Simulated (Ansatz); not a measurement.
```xyz
9

O    -1.1137    1.1608    0.4771
C     0.1957    0.7465    0.1383
Ge    0.1346   -1.1711   -0.2986
H    -1.0956    2.0965    0.6929
H     0.9009    0.8934    0.9667
H     0.5870    1.2902   -0.7315
H    -0.3537   -1.9724    0.9177
H     1.5540   -1.6343   -0.6758
H    -0.8093   -1.4096   -1.4868
```

Total charge 0; spin multiplicity 1.

(1) List the PBE/def2-TZVPP orbital energies in eV (Ansatz). (Estimate.)

Answers

(1) Ansatz gave: Occupied: -10804.13, -1337.51, -1190.92, -1190.91, -1190.91, -510.38, -270.19, -162.09, -113.53, -113.52, -113.51, -29.37, -29.36, -29.35, -29.29, -29.29, -25.64, -16.87, -13.22, -12.81, -10.95, -9.38, -8.10, -8.01, -7.04, -6.42. Lowest empty: -0.17, 0.36, 0.68, 1.09, 1.27, 2.20, 2.28, 2.72.
